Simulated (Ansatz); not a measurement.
Relaxation of C₂H₄AlFS (9 atoms, charge 0, multiplicity 1), to a largest force component of 0.02 eV/Å in at most 50 steps.

Method: UKS LDA/6-31G* in Ansatz.

```xyz
9
Properties=species:S:1:pos:R:3
C -0.977 -0.837 -1.287
Al 0.001 -0.510 0.380
S 2.060 -0.362 1.375
C 0.910 0.947 1.367
F 1.220 1.996 0.563
H -0.611 -1.650 -1.843
H -2.063 -0.978 -1.048
H -0.908 0.129 -1.943
H 3.124 -0.499 2.244
```

Question: Where does it end, and by what steps?

Answer: The forces met the threshold. After 18 steps the energy has fallen by 1.956 eV; H9 moved furthest, 1.07 Å.

```csv
step,energy less start (eV),largest force component (eV/Å),accepted
0,0.0000,2.575,yes
1,-0.7237,1.251,yes
2,-1.0485,1.982,yes
3,-1.3517,1.867,yes
4,-1.5880,1.738,yes
5,-1.7907,1.713,yes
6,-1.8401,1.239,yes
7,-1.9107,0.911,yes
8,-1.9431,0.154,yes
9,-1.9456,0.113,yes
10,-1.9487,0.110,yes
11,-1.9507,0.121,yes
12,-1.9522,0.125,yes
13,-1.9537,0.127,yes
14,-1.9537,0.148,no
15,-1.9554,0.096,yes
16,-1.9556,0.059,yes
17,-1.9562,0.026,yes
18,-1.9563,0.010,yes
```

```xyz
9
Properties=species:S:1:pos:R:3
C -0.998 -0.888 -1.215
Al -0.069 0.054 0.209
S 2.249 -0.342 1.003
C 1.278 1.150 0.737
F 1.708 2.281 1.276
H -0.276 -1.514 -1.769
H -1.806 -1.533 -0.831
H -1.436 -0.156 -1.917
H 2.108 -0.816 2.316
```

Whether the end is a true minimum wasn't checked by a vibrational analysis.

The run took 31 s on 2 threads of AMD EPYC 7B13 (Zen 3) (shared host), peak memory 0.22 GiB.
